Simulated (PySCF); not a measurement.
## La (lanthanum, neutral): UHF calculation

Configuration: [Xe] 5d1 6s1 7s1, high-spin 4D determinant (an excited configuration). All numbers are calculated (PySCF 2.14, the spin-free X2C one-electron Hamiltonian (Gaussian nucleus), in x2c-TZVPPall with one added diffuse shell each of s, p, d type (12s8p8d3f1g, 106 functions)).

```json
{
 "Total energy": "-8489.150559 hartree",
 "One-electron energy": "-11567.3866 hartree",
 "Hartree (Coulomb) energy": "3280.8071 hartree",
 "Exchange energy": "-202.5711 hartree",
 "⟨S²⟩": "3.7566",
 "⟨L²⟩": "6.227",
 "Sum of ⟨r⟩": "50.94 bohr",
 "Sum of ⟨r²⟩": "205.1 bohr²",
 "Traceless quadrupole moment −½Σ⟨3z² − r²⟩ along its main axis": "-0.816 e·bohr²",
 "Langevin diamagnetic susceptibility": "-162 ×10⁻⁶ cm³/mol"
}
```

| shell | electrons | mean orbital energy (eV) | spread (eV) | rms radius, mean of both spins (bohr) |
| --- | --- | --- | --- | --- |
| 1s α | 1 | -39122.0 | 0 | 0.0286 |
| 1s β | 1 | -39122.0 | 0 | 0.0286 |
| 2s α | 1 | -6338.6 | 0 | 0.116 |
| 2s β | 1 | -6338.5 | 0 | 0.116 |
| 2p α | 3 | -5680.0 | 0.012 | 0.104 |
| 2p β | 3 | -5679.9 | 0.050 | 0.104 |
| 3s α | 1 | -1404.3 | 0 | 0.303 |
| 3s β | 1 | -1404.2 | 0 | 0.303 |
| 3p α | 3 | -1188.4 | 0.077 | 0.304 |
| 3p β | 3 | -1188.4 | 0.086 | 0.304 |
| 3d α | 5 | -875.62 | 0.170 | 0.281 |
| 3d β | 5 | -875.55 | 0.098 | 0.281 |
| 4s α | 1 | -305.67 | 0 | 0.694 |
| 4s β | 1 | -305.49 | 0 | 0.694 |
| 4p α | 3 | -232.45 | 0.114 | 0.737 |
| 4p β | 3 | -232.33 | 0.192 | 0.737 |
| 4d α | 5 | -122.61 | 0.375 | 0.826 |
| 4d β | 5 | -122.46 | 0.274 | 0.826 |
| 5s α | 1 | -52.676 | 0 | 1.67 |
| 5s β | 1 | -51.839 | 0 | 1.67 |
| 5p α | 3 | -32.002 | 0.458 | 1.92 |
| 5p β | 3 | -30.887 | 0.904 | 1.92 |
| 5d α | 1 | -9.488 | 0 | 3.03 |
| 6s α | 1 | -7.777 | 0 | 4.42 |
| 7s α | 1 | -1.881 | 0 | 11.7 |

Spin-orbit coupling, absent here, splits the open shell strongly. The outer electron is Rydberg-like, and this basis confines it to a smaller radius and binds it less than a complete one would.

Densities and radii are taken from the X2C orbitals without a picture-change correction, which distorts them close to the nucleus.

Spin-orbit constants ζ (cm⁻¹) from the X2C one-electron operator on these orbitals: bare nucleus, nucleus screened by l(l+1)(2l+1)/3 electrons, and screened by the Breit-Pauli mean field of the electrons.

| shell | bare | screened nucleus | mean field |
| --- | --- | --- | --- |
| 2p | 2176000 | 2099000 | n/a |
| 3p | 429200 | 414100 | n/a |
| 3d | 66290 | 54660 | n/a |
| 4p | 89100 | 85970 | n/a |
| 4d | 11210 | 9246 | n/a |
| 5p | 12020 | 11590 | n/a |
| 5d | 726.0 | 598.6 | n/a |

To first order the Landé constant is A = 199.5 cm⁻¹, so the lowest level has J = 1/2 and lies 0.111 eV below the centre of the term. This holds in LS coupling only.
